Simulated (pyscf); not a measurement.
Optimised with ωB97X-D3(BJ)/def2-SVP in PySCF.

Problem. What is the homolytic dissociation enthalpy (298 K, ωB97M-D3(BJ)/def2-TZVP) of the As–As bond of O=As–AsH₂ (SMILES O=[As][AsH2]), to O=As• + AsH₂•?

Solution. As–As to O=As• + AsH₂•: 1.69 eV. The 7 functionals that were run give +1.66 (M06-2X) to +2.01 eV (ωB97X-D3(BJ)). The radicals are drawn with the spin at the cut bond; how far it spreads was not checked. O=As–AsH₂ lies 0.81 eV over its isomer HO–As=AsH, and others may lie lower still (electronic energy, ωB97M-D3(BJ)). The term symbol of open-shell O=As• was not checked; spin-orbit terms are left out. Elements up to Kr have no core potential and no relativistic terms here.
